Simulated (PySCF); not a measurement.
ZrO2, SMILES [O]=[Zr]=[O], multiplicity 1.

Geometry optimised at B3LYP-D3(BJ)/def2-TZVP. The spin state was assumed, not searched. The isomer is the one that the SMILES or the coordinates give; other isomers of the formula were not compared. The def2 effective core potentials stand for the cores of Zr; spin–orbit coupling is left out.

Two levels are set side by side: TDDFT-PBE/def2-TZVPD (PySCF) and TDDFT-CAM-B3LYP/def2-TZVPD (PySCF). Vertical, same geometry. The lowest singlet is HOMO→LUMO 100 % with PBE and HOMO→LUMO 91 % with the other functional; states are paired by order. Differences are taken from unrounded values.

```
quantity                              TDDFT-CAM-B3LYP
------------------------------------  ---------------
lowest singlet excitation (eV)                   2.53
lowest triplet excitation (TDA) (eV)             2.46
```

Q: What does TDDFT-PBE give, and how far is it from TDDFT-CAM-B3LYP? (An estimate is asked for; the answer gives what the named calculation found.)

A: 
```json
[
 {"quantity": "lowest singlet excitation (eV)", "TDDFT-PBE": "1.78", "TDDFT-PBE minus TDDFT-CAM-B3LYP": "-0.75"},
 {"quantity": "lowest triplet excitation (TDA) (eV)", "TDDFT-PBE": "1.72", "TDDFT-PBE minus TDDFT-CAM-B3LYP": "-0.74"}
]
```

Functionals without exact exchange tend to place singlet excitations lower, as here. Differences between two approximate levels are no errors against the true value.

Rough cost on one machine, each run with all the roots and properties that it gave: TDDFT-CAM-B3LYP against TDDFT-PBE about 7 times.
